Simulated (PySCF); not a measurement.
# Zr: ionisation energy

Zr [Kr] 4d2 5s2 (3F) → Zr⁺ [Kr] 4d2 5s1 (4F), as a difference of total energies. Computed with PySCF 2.14 in x2c-TZVPPall with one added diffuse shell each of s, p, d, f type (9s7p7d3f1g, 95 functions), with the spin-free X2C one-electron Hamiltonian (Gaussian nucleus). Correlated levels: valence: [Kr] frozen; valence and next inner shell: [Ar] 3d10 frozen. The calculations carry no spin-orbit coupling.

```csv
method,ionisation energy (eV)
UHF,5.188
LDA,6.725
PBE,6.421
PBE0,6.282
r2SCAN,6.106
BHandHLYP,6.358
CAM-B3LYP,6.522
r2SCAN0,6.127
MP2 (valence),6.096
SCS-MP2 (valence),6.283
MP2 (valence and next inner shell),6.373
```

Question: Estimate what wB97X gives.

Answer: 6.835 eV, closest to LDA among the rows shown.

Question: Estimate what SCS-MP2 (valence and next inner shell) gives.

Answer: 6.465 eV, closest to PBE among the rows shown.

Errors of the correlated levels include the incompleteness of this basis and the frozen core.

MP2 underrates the near-degeneracy of ns² with np² in the lower species.

For comparison: 6.639 eV (measured; NIST levels, between the centres of gravity of the two terms).
